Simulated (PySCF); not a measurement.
PySCF 2.14 output of a UHF calculation on a single atom or ion in aug-cc-pVDZ-DK, with the spin-free X2C one-electron Hamiltonian (Gaussian nucleus):

```
SCF conv_tol = 1e-09
number electrons alpha = 16  beta = 15
cycle= 1 E= -2096.68676151447  delta_E= -0.00301  |g|= 0.018  |ddm|= 0.078
cycle= 2 E= -2096.68714607662  delta_E= -0.000385  |g|= 0.00652  |ddm|= 0.029
cycle= 3 E= -2096.68720541655  delta_E= -5.93e-05  |g|= 0.000295  |ddm|= 0.0197
cycle= 4 E= -2096.68720559091  delta_E= -1.74e-07  |g|= 5.24e-05  |ddm|= 0.00375
cycle= 5 E= -2096.68720559582  delta_E= -4.92e-09  |g|= 1.01e-05  |ddm|= 0.000699
cycle= 6 E= -2096.68720559595  delta_E= -1.27e-10  |g|= 1.43e-06  |ddm|= 0.000113
converged SCF energy = -2096.68720559595  <S^2> = 0.75961826  2S+1 = 2.0095952
```

The run itself started from symmetry-adapted Hartree-Fock orbitals and held the occupation by maximum overlap, so the iterations belong to that start.

Problem. Which element, charge and spin multiplicity is this?

Solution. Ge⁺ (germanium, charge +1), multiplicity 2; the state was [Ar] 3d10 4s2 4p1, 2P determinant.
